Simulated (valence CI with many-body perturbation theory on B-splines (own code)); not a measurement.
## Forbidden lines of Pm XXI

Method: configuration interaction combined with many-body perturbation theory (CI+MBPT): five valence electrons over a frozen Dirac-Fock core [Kr], radial functions for each j: 7 s, 7 p, 8 d, 6 f, 4 g, 1 h, with the one-electron correlation potential Σ1 (screened to all orders), the two-electron term Σ2, the three-electron term Σ3, Breit, model QED; selected single and double excitations, second order for the rest, scaled by the run's own slope (own B-spline code, finite nucleus).

No measured spectrum was set against this ion. As an estimate, terms of the open shell hold to 2 to 4 % of their energy, and close levels can change places. Among the levels kept, up to 430 cm⁻¹ of a level comes from second order outside the variational space, and about a tenth of that is noise between levels of different J, which matters for small intervals. The list stops below the first excitations out of the core.

Lines 51 to 100 of 120 in falling wavelength, among levels below 679110 cm⁻¹, chosen from the decays that carry over 1 % of a level's rate. Wavelengths and rates use the calculated energies, so an error of 2000 cm⁻¹ moves a line at 2218 Å by 4.4 % and its rate by three times that or more. S is in atomic units (e²a₀⁴ for E2 and M2, e²a₀⁶ for E3), for M1 in squared Bohr magnetons. Weak lines are less certain than strong ones. Lines between different terms over intervals too small for the method are left out, as are lines whose strength nearly cancels.

Levels are named by their leading jj configuration (3d3/2^4 stands for four electrons in 3d with j = 3/2), which in mixed levels can hold well under half, so a name can repeat and another be missing. Letters in brackets count levels of one name in rising energy.

| λ vac (Å) | Upper | Lower | Type | A (s⁻¹) | S (a.u.) |
| --- | --- | --- | --- | --- | --- |
| 2218 | (4d3/2 4d5/2^4) J=5/2 [a] | (4d3/2^2 4d5/2^3) J=7/2 [a] | M1 | 5.43e+02 | 1.32e+00 |
| 2183 | (4d3/2^2 4d5/2^3) J=7/2 [b] | (4d3/2^3 4d5/2^2) J=7/2 [b] | M1 | 4.93e+01 | 1.52e-01 |
| 2155 | (4d3/2^2 4d5/2^3) J=5/2 [a] | (4d3/2^3 4d5/2^2) J=5/2 [a] | M1 | 1.34e+03 | 2.99e+00 |
| 2151 | (4d3/2^2 4d5/2^3) J=9/2 [a] | (4d3/2^3 4d5/2^2) J=7/2 [a] | M1 | 4.05e+02 | 1.49e+00 |
| 2117 | (4d3/2^2 4d5/2^3) J=13/2 | (4d3/2^3 4d5/2^2) J=11/2 | M1 | 1.71e+02 | 8.44e-01 |
| 2103 | (4d3/2^2 4d5/2^3) J=5/2 [b] | (4d3/2^3 4d5/2^2) J=7/2 [b] | M1 | 2.05e+02 | 4.23e-01 |
| 2094 | (4d3/2^2 4d5/2^3) J=7/2 [c] | (4d3/2^2 4d5/2^3) J=7/2 [a] | M1 | 2.87e+01 | 7.81e-02 |
| 2063 | (4d3/2^2 4d5/2^3) J=3/2 [a] | (4d3/2^3 4d5/2^2) J=3/2 [a] | M1 | 1.70e+03 | 2.22e+00 |
| 1988 | (4d3/2^2 4d5/2^3) J=3/2 [b] | (4d3/2^3 4d5/2^2) J=5/2 [b] | M1 | 3.53e+02 | 4.11e-01 |
| 1920 | (4d3/2^3 4d5/2^2) J=5/2 [b] | (4d3/2^4 4d5/2) J=5/2 [b] | M1 | 1.26e+03 | 1.98e+00 |
| 1911 | (4d3/2 4d5/2^4) J=7/2 [a] | (4d3/2^2 4d5/2^3) J=9/2 [a] | M1 | 1.41e+03 | 2.92e+00 |
| 1910 | (4d3/2^2 4d5/2^3) J=9/2 [c] | (4d3/2^2 4d5/2^3) J=9/2 [a] | M1 | 2.43e+01 | 6.27e-02 |
| 1886 | (4d3/2 4d5/2^4) J=5/2 [a] | (4d3/2^3 4d5/2^2) J=5/2 [b] | M1 | 2.07e+03 | 3.09e+00 |
| 1886 | (4d3/2 4d5/2^4) J=11/2 | (4d3/2^2 4d5/2^3) J=13/2 | M1 | 5.34e+02 | 1.59e+00 |
| 1863 | (4d3/2^2 4d5/2^3) J=5/2 [a] | (4d3/2^3 4d5/2^2) J=3/2 [a] | M1 | 2.24e+02 | 3.23e-01 |
| 1795 | (4d3/2^2 4d5/2^3) J=7/2 [c] | (4d3/2^3 4d5/2^2) J=5/2 [b] | M1 | 2.07e+02 | 3.56e-01 |
| 1784 | (4d3/2^2 4d5/2^3) J=5/2 [a] | (4d3/2^3 4d5/2^2) J=7/2 [a] | M1 | 3.70e+02 | 4.67e-01 |
| 1731 | (4d3/2^3 4d5/2^2) J=7/2 [a] | (4d3/2^4 4d5/2) J=5/2 [a] | M1 | 2.69e+02 | 4.14e-01 |
| 1726 | (4d3/2 4d5/2^4) J=5/2 [a] | (4d3/2^3 4d5/2^2) J=7/2 [b] | M1 | 5.81e+02 | 6.64e-01 |
| 1723 | (4d3/2 4d5/2^4) J=11/2 | (4d3/2^2 4d5/2^3) J=9/2 [a] | M1 | 5.55e+02 | 1.26e+00 |
| 1720 | (4d3/2^2 4d5/2^3) J=9/2 [c] | (4d3/2^2 4d5/2^3) J=11/2 | M1 | 1.88e+02 | 3.54e-01 |
| 1691 | (4d3/2^2 4d5/2^3) J=9/2 [b] | (4d3/2^3 4d5/2^2) J=9/2 | M1 | 1.52e+03 | 2.72e+00 |
| 1666 | (4d3/2^2 4d5/2^3) J=7/2 [a] | (4d3/2^4 4d5/2) J=5/2 [b] | M1 | 1.11e+02 | 1.52e-01 |
| 1664 | (4d3/2 4d5/2^4) J=7/2 [a] | (4d3/2^2 4d5/2^3) J=7/2 [a] | M1 | 9.74e+02 | 1.33e+00 |
| 1662 | (4d3/2^3 4d5/2^2) J=3/2 [a] | (4d3/2^4 4d5/2) J=5/2 [a] | M1 | 1.93e+03 | 1.31e+00 |
| 1650 | (4d3/2^2 4d5/2^3) J=7/2 [c] | (4d3/2^3 4d5/2^2) J=7/2 [b] | M1 | 6.70e+02 | 8.92e-01 |
| 1612 | (4d3/2^2 4d5/2^3) J=7/2 [b] | (4d3/2^3 4d5/2^2) J=5/2 [a] | M1 | 2.07e+01 | 2.58e-02 |
| 1604 | (4d3/2^2 4d5/2^3) J=7/2 [b] | (4d3/2^3 4d5/2^2) J=9/2 | M1 | 3.30e+02 | 4.03e-01 |
| 1568 | (4d3/2^2 4d5/2^3) J=5/2 [b] | (4d3/2^3 4d5/2^2) J=5/2 [a] | M1 | 8.98e+01 | 7.70e-02 |
| 1567 | (4d3/2 4d5/2^4) J=11/2 | (4d3/2^2 4d5/2^3) J=11/2 | M1 | 2.41e+03 | 4.11e+00 |
| 1557 | (4d3/2^2 4d5/2^3) J=9/2 [b] | (4d3/2^3 4d5/2^2) J=11/2 | M1 | 5.46e+02 | 7.65e-01 |
| 1529 | (4d3/2^3 4d5/2^2) J=3/2 [b] | (4d3/2^4 4d5/2) J=5/2 [b] | M1 | 1.09e+02 | 5.76e-02 |
| 1520 | (4d3/2 4d5/2^4) J=3/2 [a] | (4d3/2^2 4d5/2^3) J=1/2 [a] | M1 | 2.03e+03 | 1.06e+00 |
| 1513 | (4d3/2^2 4d5/2^3) J=3/2 [b] | (4d3/2^3 4d5/2^2) J=1/2 | M1 | 1.56e+02 | 8.00e-02 |
| 1483 | (4d3/2^3 4d5/2^2) J=5/2 [a] | (4d3/2^4 4d5/2) J=5/2 [a] | M1 | 2.21e+02 | 1.60e-01 |
| 1470 | (4d3/2 4d5/2^4) J=7/2 [a] | (4d3/2^3 4d5/2^2) J=5/2 [b] | M1 | 9.97e+01 | 9.39e-02 |
| 1460 | (4d3/2^2 4d5/2^3) J=9/2 [b] | (4d3/2^3 4d5/2^2) J=7/2 [a] | M1 | 5.56e+02 | 6.42e-01 |
| 1407 | (4d3/2^2 4d5/2^3) J=5/2 [b] | (4d3/2^3 4d5/2^2) J=3/2 [a] | M1 | 2.81e+02 | 1.74e-01 |
| 1399 | (4d3/2^2 4d5/2^3) J=3/2 [b] | (4d3/2^3 4d5/2^2) J=5/2 [a] | M1 | 4.80e+01 | 1.95e-02 |
| 1395 | (4d3/2^2 4d5/2^3) J=7/2 [b] | (4d3/2^3 4d5/2^2) J=7/2 [a] | M1 | 1.50e+01 | 1.21e-02 |
| 1387 | (4d3/2^2 4d5/2^3) J=3/2 [a] | (4d3/2^4 4d5/2) J=5/2 [b] | M1 | 1.26e+03 | 4.98e-01 |
| 1371 | (4d3/2 4d5/2^4) J=7/2 [a] | (4d3/2^3 4d5/2^2) J=7/2 [b] | M1 | 4.39e+02 | 3.35e-01 |
| 1371 | (4d3/2^2 4d5/2^3) J=9/2 [c] | (4d3/2^3 4d5/2^2) J=7/2 [b] | M1 | 6.42e+02 | 6.14e-01 |
| 1369 | (4d3/2^2 4d5/2^3) J=1/2 [b] | (4d3/2^3 4d5/2^2) J=1/2 | M1 | 6.71e+02 | 1.28e-01 |
| 1362 | (4d3/2^2 4d5/2^3) J=5/2 [b] | (4d3/2^3 4d5/2^2) J=7/2 [a] | M1 | 1.18e+03 | 6.62e-01 |
| 1348 | (4d3/2 4d5/2^4) J=5/2 [a] | (4d3/2^3 4d5/2^2) J=5/2 [a] | M1 | 1.69e+03 | 9.21e-01 |
| 1301 | (4d3/2^2 4d5/2^3) J=7/2 [c] | (4d3/2^3 4d5/2^2) J=5/2 [a] | M1 | 2.14e+02 | 1.40e-01 |
| 1296 | (4d3/2^2 4d5/2^3) J=7/2 [c] | (4d3/2^3 4d5/2^2) J=9/2 | M1 | 9.05e+02 | 5.84e-01 |
| 1293 | (4d3/2^2 4d5/2^3) J=5/2 [a] | (4d3/2^4 4d5/2) J=5/2 [b] | M1 | 7.39e+01 | 3.56e-02 |
| 1270 | (4d3/2^2 4d5/2^3) J=3/2 [b] | (4d3/2^3 4d5/2^2) J=3/2 [a] | M1 | 2.96e+02 | 8.98e-02 |
